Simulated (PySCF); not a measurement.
## Electron affinity of Ag by level of theory

Ag⁻ [Kr] 4d10 5s2 (1S) → Ag [Kr] 4d10 5s1 (2S), as a difference of total energies. All numbers are calculated (PySCF 2.14, scalar relativity through the core potential, in aug-cc-pVTZ-PP with ECP28MDF). Correlated levels: valence: 4s2 4p6 frozen. The calculations carry no spin-orbit coupling.

| method | electron affinity (eV) |
| --- | --- |
| UHF | 0.099 |
| LDA | 1.660 |
| PBE | 1.395 |
| PBE0 | 1.147 |
| r2SCAN | 1.271 |
| PW91 | 1.435 |
| r2SCANh | 1.207 |
| BLYP | 1.436 |
| LC-wPBE | 0.826 |
| MP2 (valence) | 1.052 |
| SCS-MP2 (valence) | 1.067 |

How much does correlation contribute at MP2 (valence)?

1.052 − (0.099) = 0.953 eV, measured against UHF.

Errors of the correlated levels include the incompleteness of this basis and the frozen core.

In the anion the highest occupied orbital energy is positive at LDA, PBE, PBE0, r2SCAN, PW91, r2SCANh, BLYP, a self-interaction effect; the basis confines that electron, and the energy difference can still be sensible.

For comparison: 1.304 eV (measured; photodetachment measurements, as compiled on the Wikipedia data page of electron affinities).
